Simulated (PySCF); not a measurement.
C5H9B, SMILES C#CB(C)CC.

Geometry optimised at PBE-D3(BJ)/def2-SVP. This is a generated structure with no PubChem entry under its InChIKey; it may be hypothetical. One conformer was computed; it need not be the lowest.

Level of theory: PySCF with PBE-D3(BJ)/def2-SVP.

Frequencies are harmonic and unscaled.

### Question
List the normal modes with their intensities. (Estimate from the structure and the level; the computed values follow.)

### Answer

```json
[
 {"mode": "1", "ν (cm⁻¹)": "30", "IR (km/mol)": "0.1", "moving atoms (share of kinetic energy)": "H 68 %, C 31 %"},
 {"mode": "2", "ν (cm⁻¹)": "98", "IR (km/mol)": "1.7", "moving atoms (share of kinetic energy)": "H 91 %"},
 {"mode": "3", "ν (cm⁻¹)": "120", "IR (km/mol)": "0.4", "moving atoms (share of kinetic energy)": "C 71 %, H 25 %"},
 {"mode": "4", "ν (cm⁻¹)": "180", "IR (km/mol)": "1.7", "moving atoms (share of kinetic energy)": "H 49 %, C 40 %, B 11 %"},
 {"mode": "5", "ν (cm⁻¹)": "222", "IR (km/mol)": "1.1", "moving atoms (share of kinetic energy)": "C 61 %, H 33 %"},
 {"mode": "6", "ν (cm⁻¹)": "226", "IR (km/mol)": "3.1", "moving atoms (share of kinetic energy)": "H 59 %, C 38 %"},
 {"mode": "7", "ν (cm⁻¹)": "353", "IR (km/mol)": "2.8", "moving atoms (share of kinetic energy)": "C 69 %, H 28 %"},
 {"mode": "8", "ν (cm⁻¹)": "403", "IR (km/mol)": "0.0", "moving atoms (share of kinetic energy)": "H 50 %, C 29 %, B 21 %"},
 {"mode": "9", "ν (cm⁻¹)": "518", "IR (km/mol)": "3.1", "moving atoms (share of kinetic energy)": "C 74 %, H 18 %"},
 {"mode": "10", "ν (cm⁻¹)": "577", "IR (km/mol)": "1.5", "moving atoms (share of kinetic energy)": "H 63 %, C 33 %"},
 {"mode": "11", "ν (cm⁻¹)": "618", "IR (km/mol)": "12.8", "moving atoms (share of kinetic energy)": "C 53 %, H 46 %"},
 {"mode": "12", "ν (cm⁻¹)": "621", "IR (km/mol)": "31.1", "moving atoms (share of kinetic energy)": "H 60 %, C 39 %"},
 {"mode": "13", "ν (cm⁻¹)": "745", "IR (km/mol)": "22.0", "moving atoms (share of kinetic energy)": "H 74 %, C 26 %"},
 {"mode": "14", "ν (cm⁻¹)": "799", "IR (km/mol)": "14.5", "moving atoms (share of kinetic energy)": "H 62 %, C 25 %, B 13 %"},
 {"mode": "15", "ν (cm⁻¹)": "809", "IR (km/mol)": "18.0", "moving atoms (share of kinetic energy)": "H 60 %, C 22 %, B 18 %"},
 {"mode": "16", "ν (cm⁻¹)": "937", "IR (km/mol)": "7.3", "moving atoms (share of kinetic energy)": "H 77 %, C 17 %"},
 {"mode": "17", "ν (cm⁻¹)": "949", "IR (km/mol)": "12.6", "moving atoms (share of kinetic energy)": "H 67 %, C 20 %, B 13 %"},
 {"mode": "18", "ν (cm⁻¹)": "1020", "IR (km/mol)": "19.6", "moving atoms (share of kinetic energy)": "C 52 %, H 24 %, B 24 %"},
 {"mode": "19", "ν (cm⁻¹)": "1089", "IR (km/mol)": "44.6", "moving atoms (share of kinetic energy)": "H 47 %, B 29 %, C 24 %"},
 {"mode": "20", "ν (cm⁻¹)": "1148", "IR (km/mol)": "110.7", "moving atoms (share of kinetic energy)": "B 57 %, H 27 %, C 16 %"},
 {"mode": "21", "ν (cm⁻¹)": "1201", "IR (km/mol)": "6.1", "moving atoms (share of kinetic energy)": "H 77 %, C 20 %"},
 {"mode": "22", "ν (cm⁻¹)": "1250", "IR (km/mol)": "36.8", "moving atoms (share of kinetic energy)": "H 64 %, C 31 %"},
 {"mode": "23", "ν (cm⁻¹)": "1282", "IR (km/mol)": "79.4", "moving atoms (share of kinetic energy)": "H 47 %, C 36 %, B 17 %"},
 {"mode": "24", "ν (cm⁻¹)": "1339", "IR (km/mol)": "2.9", "moving atoms (share of kinetic energy)": "H 86 %, C 12 %"},
 {"mode": "25", "ν (cm⁻¹)": "1358", "IR (km/mol)": "0.8", "moving atoms (share of kinetic energy)": "H 76 %, C 23 %"},
 {"mode": "26", "ν (cm⁻¹)": "1369", "IR (km/mol)": "0.6", "moving atoms (share of kinetic energy)": "H 95 %"},
 {"mode": "27", "ν (cm⁻¹)": "1389", "IR (km/mol)": "3.1", "moving atoms (share of kinetic energy)": "H 92 %"},
 {"mode": "28", "ν (cm⁻¹)": "1422", "IR (km/mol)": "10.0", "moving atoms (share of kinetic energy)": "H 96 %"},
 {"mode": "29", "ν (cm⁻¹)": "1426", "IR (km/mol)": "6.1", "moving atoms (share of kinetic energy)": "H 97 %"},
 {"mode": "30", "ν (cm⁻¹)": "2086", "IR (km/mol)": "49.3", "moving atoms (share of kinetic energy)": "C 90 %, H 9 %"},
 {"mode": "31", "ν (cm⁻¹)": "2918", "IR (km/mol)": "22.2", "moving atoms (share of kinetic energy)": "H 94 %"},
 {"mode": "32", "ν (cm⁻¹)": "2953", "IR (km/mol)": "0.2", "moving atoms (share of kinetic energy)": "H 96 %"},
 {"mode": "33", "ν (cm⁻¹)": "2967", "IR (km/mol)": "15.3", "moving atoms (share of kinetic energy)": "H 92 %"},
 {"mode": "34", "ν (cm⁻¹)": "2970", "IR (km/mol)": "26.9", "moving atoms (share of kinetic energy)": "H 97 %"},
 {"mode": "35", "ν (cm⁻¹)": "3032", "IR (km/mol)": "8.6", "moving atoms (share of kinetic energy)": "H 92 %, C 8 %"},
 {"mode": "36", "ν (cm⁻¹)": "3053", "IR (km/mol)": "23.3", "moving atoms (share of kinetic energy)": "H 91 %, C 9 %"},
 {"mode": "37", "ν (cm⁻¹)": "3059", "IR (km/mol)": "18.8", "moving atoms (share of kinetic energy)": "H 91 %, C 9 %"},
 {"mode": "38", "ν (cm⁻¹)": "3075", "IR (km/mol)": "14.5", "moving atoms (share of kinetic energy)": "H 90 %, C 10 %"},
 {"mode": "39", "ν (cm⁻¹)": "3392", "IR (km/mol)": "45.3", "moving atoms (share of kinetic energy)": "H 86 %, C 14 %"}
]
```
